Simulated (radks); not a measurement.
Values are calculated unless marked as measured or tabulated.
Q: The mean radii <r> (bohr) of the occupied orbitals of an atom or ion are listed with their occupations. Level of theory: scalar-relativistic Kohn-Sham, SCAN, spin-polarised, spherical densities, finite nucleus; meta-GGA in the generalised Kohn-Sham scheme; Fermi nuclear charge, rms radius of each element as measured or else 0.836 A^(1/3) + 0.57 fm (a radial shooting solver on a logarithmic mesh with Libxc functionals).

| orbital | occ. | <r> |
|---|---|---|
| 1s up | 1 | 0.02507 |
| 1s down | 1 | 0.02507 |
| 2s up | 1 | 0.1074 |
| 2s down | 1 | 0.1074 |
| 2p up | 3 | 0.09425 |
| 2p down | 3 | 0.09425 |
| 3s up | 1 | 0.2846 |
| 3s down | 1 | 0.2846 |
| 3p up | 3 | 0.2828 |
| 3p down | 3 | 0.2828 |
| 3d up | 5 | 0.2600 |
| 3d down | 5 | 0.2600 |
| 4s up | 1 | 0.6543 |
| 4s down | 1 | 0.6544 |
| 4p up | 3 | 0.6931 |
| 4p down | 3 | 0.6932 |
| 4d up | 5 | 0.7684 |
| 4d down | 5 | 0.7682 |
| 5s up | 1 | 1.574 |
| 5s down | 1 | 1.565 |
| 5p up | 3 | 1.838 |
| 5p down | 3 | 1.802 |
| 6s up | 1 | 4.412 |
| 5d up | 2 | 3.199 |

Name the element and its charge. Open shells, if any, are filled with parallel spins first.

A: Z = 57, lanthanum, charge 0: La in [Xe] 5d2 6s1. The 1s radius gives Z: for a bare nucleus <r> = (2 gamma + 1)/(2Z) with gamma = sqrt(1 - (Z/c)^2), 0.02473 bohr for Z = 57, and screening makes it slightly larger (0.02507 here). The occupations add up to 57, and the charge is Z minus that.
